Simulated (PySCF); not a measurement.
**Excitation energy of Al by level of theory**

Al [Ne] 3s2 3p1 (2P) → Al [Ne] 3s1 3p2 (4P), as a difference of total energies. All numbers are calculated (PySCF 2.14, scalar relativity by spin-free X2C-1e, in aug-cc-pCVTZ-DK with one added diffuse shell each of s, p, d, f type (9s8p6d4f, 91 functions)). Correlated levels: valence and next inner shell: 1s2 frozen. The calculations carry no spin-orbit coupling.

Problem. Order these methods by the excitation energy they give, lowest first.
A. MP2 (valence and next inner shell)
B. SCS-MP2 (valence and next inner shell)
C. UHF
D. CCSD (valence and next inner shell)

Solution. C (2.437 eV), A (3.322 eV), D (3.514 eV), B (3.589 eV).

Errors of the correlated levels include the incompleteness of this basis and the frozen core.

For comparison: 3.598 eV (measured; NIST levels, between the centres of gravity of the two terms).
